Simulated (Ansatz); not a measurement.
`C[NH][SnH2][F]` + H₂ → `C[NH][SnH3]` + H–F at 400 K and 1 bar (hydrogenolysis of the Sn–F bond).

Gas-phase electronic energies from Ansatz, PBE0-D4/def2-TZVP geometries. CCSD(T)/CBS is the MP2 limit (def2-TZVPP, def2-QZVPP) plus CCSD(T) − MP2 in def2-TZVPP, frozen cores. This one scheme is used for every species. def2 core potentials past Kr. For Sn outer-core shells are correlated without core-valence functions, which leaves a few kJ/mol of doubt a bond. Each species was taken in one conformer, which may not be the lowest.

| species | CCSD(T)/CBS energy (Eh) | H − E (kJ/mol) | S (J/(mol·K)) |
| --- | --- | --- | --- |
| `C[NH][SnH2][F]` | -410.19979 | 214.3 | 380.4 |
| H₂ | -1.17544 | 38.0 | 139.0 |
| `C[NH][SnH3]` | -310.95876 | 222.2 | 354.6 |
| H–F | -100.39570 | 36.5 | 182.2 |

H − E and S are ideal-gas, rigid-rotor, harmonic terms from PBE0-D4/def2-TZVP, for one conformer and one mirror image of each species. The MP2-based limit puts H₂ 0.8 mEh under its directly extrapolated value; such offsets cancel only in part. 1 Eh = 2625.50 kJ/mol, R = 8.31446 J/(mol·K).

Q: By hand: ΔE, ΔH, ΔS and ΔG.

A: ΔE = (-310.95876) + (-100.39570) − (-410.19979) − (-1.17544) = 0.02077 Eh = 54.5 kJ/mol. Δ(H − E) = 222.2 + 36.5 − 214.3 − 38.0 = 6.4, so ΔH = 60.9 kJ/mol. ΔS = 354.6 + 182.2 − 380.4 − 139.0 = 17.4 J/(mol·K). ΔG = 60.9 − 400 × (17.4)/1000 = 53.9 kJ/mol.

Q: By hand: the equilibrium constant, and the temperature at which ΔG would vanish if ΔH and ΔS stayed fixed.

A: log₁₀ K = −ΔG/(RT ln 10) = -7.0. ΔG = 0 at ΔH/ΔS = 3500 K, far beyond where these terms or the molecules hold.

ΔH outweighs TΔS. A doubt of 5 kJ/mol in ΔE shifts log₁₀ K by 0.7 here. Other conformers and mirror images would add mixing entropy, several J/(mol·K) or more a flexible species. These are equilibria of isolated gas molecules and say nothing of rates. Largest T1 diagnostic: 0.013 (customary marks: 0.02 for closed shells, 0.045 for open ones).
